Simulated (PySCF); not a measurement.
Potential energy of MgI⁺ along the bond

Set-up: Mg x2c-SVPall, I x2c-SVPall; spin-free X2C with a Gaussian nucleus (PySCF 2.14). Energies in eV from Mg⁺ + I in their ground configurations at the same level. State: ¹Σ⁺ (singlet), closed shell.

All columns are r²SCANh. A positive dipole points towards I; it is taken about the centre of mass and depends on that origin.

```json
{"R (Å)": "2.140", "E (eV)": "-1.367", "μ (D)": "-10.61", "Mulliken charge on Mg (basis-dependent)": "0.94", "HOMO (eV)": "-12.64", "LUMO (eV)": "-8.78", "Mayer bond order": "1.70", "⟨S²⟩": "0.00"}
{"R (Å)": "2.240", "E (eV)": "-1.894", "μ (D)": "-11.15", "Mulliken charge on Mg (basis-dependent)": "0.93", "HOMO (eV)": "-12.41", "LUMO (eV)": "-8.91", "Mayer bond order": "1.69", "⟨S²⟩": "0.00"}
{"R (Å)": "2.340", "E (eV)": "-2.183", "μ (D)": "-11.67", "Mulliken charge on Mg (basis-dependent)": "0.93", "HOMO (eV)": "-12.19", "LUMO (eV)": "-9.04", "Mayer bond order": "1.66", "⟨S²⟩": "0.00"}
{"R (Å)": "2.414", "E (eV)": "-2.284", "μ (D)": "-12.05", "Mulliken charge on Mg (basis-dependent)": "0.94", "HOMO (eV)": "-12.03", "LUMO (eV)": "-9.14", "Mayer bond order": "1.63", "⟨S²⟩": "0.00"}
{"R (Å)": "2.489", "E (eV)": "-2.310", "μ (D)": "-12.42", "Mulliken charge on Mg (basis-dependent)": "0.95", "HOMO (eV)": "-11.89", "LUMO (eV)": "-9.25", "Mayer bond order": "1.60", "⟨S²⟩": "0.00"}
{"R (Å)": "2.564", "E (eV)": "-2.279", "μ (D)": "-12.77", "Mulliken charge on Mg (basis-dependent)": "0.96", "HOMO (eV)": "-11.76", "LUMO (eV)": "-9.35", "Mayer bond order": "1.56", "⟨S²⟩": "0.00"}
{"R (Å)": "2.663", "E (eV)": "-2.172", "μ (D)": "-13.21", "Mulliken charge on Mg (basis-dependent)": "0.97", "HOMO (eV)": "-11.61", "LUMO (eV)": "-9.49", "Mayer bond order": "1.52", "⟨S²⟩": "0.00"}
{"R (Å)": "2.788", "E (eV)": "-1.966", "μ (D)": "-13.72", "Mulliken charge on Mg (basis-dependent)": "0.98", "HOMO (eV)": "-11.44", "LUMO (eV)": "-9.66", "Mayer bond order": "1.46", "⟨S²⟩": "0.00"}
{"R (Å)": "2.937", "E (eV)": "-1.662", "μ (D)": "-14.25", "Mulliken charge on Mg (basis-dependent)": "0.98", "HOMO (eV)": "-11.27", "LUMO (eV)": "-9.83", "Mayer bond order": "1.39", "⟨S²⟩": "0.00"}
{"R (Å)": "3.136", "E (eV)": "-1.223", "μ (D)": "-14.83", "Mulliken charge on Mg (basis-dependent)": "0.98", "HOMO (eV)": "-11.11", "LUMO (eV)": "-10.03", "Mayer bond order": "1.31", "⟨S²⟩": "0.00"}
```

A fit through these points gives, at Re = 2.483 Å, μ = -12.39 D and dμ/dR = -4.86 D/Å; the reduced mass is 20.17 u.

Problem. How strong is the fundamental in the double-harmonic approximation, I = 42.26·(dμ/dR)²/μred km/mol?

Solution. I = 42.26·(-4.86)²/20.17 = 49.5 km/mol at r²SCANh.

These are scalar-relativistic numbers at best; spin–orbit coupling would shift them, the dissociation energy most. For an ion De counts to the pair picked by the measured ionisation energies or electron affinities, which need not be the lowest pair at this level.
